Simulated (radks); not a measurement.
Co19+, 8 electrons, occupied as [He] 2s2 2p4.

Calculated with a radial shooting solver on a logarithmic mesh with Libxc functionals: Dirac Kohn-Sham, BLYP, spin-unpolarised, spherical densities, finite nucleus; open shells fill j = l - 1/2 first; Fermi nuclear charge, rms radius 3.7875 fm.

Energy parts (hartree):
| part | energy |
|---|---|
| total | -1140.85641 |
| kinetic | 1161.64065 |
| electron-nucleus | -2441.37636 |
| Hartree | 174.47888 |
| exchange-correlation | -35.59958 |

Orbitals (lengths in bohr, moments of r in powers of bohr; <r^-3> diverges for s and p1/2):
orbital  occ.  eigenvalue (hartree)  <r^-3>  <1/r>      <r>  small-component weight
1s1/2       2             -311.8819       -  27.08  0.05606                9.48e-03
2s1/2       2             -61.36850       -  6.120   0.2442                1.93e-03
2p1/2       2             -57.81325       -  6.064   0.2104                1.90e-03
2p3/2       2             -57.19905   597.2  5.951   0.2132                1.88e-03

The highest occupied level is 2p3/2 at -1556.5 eV. The electron density at the nucleus is 1.72e+04 e/bohr^3.
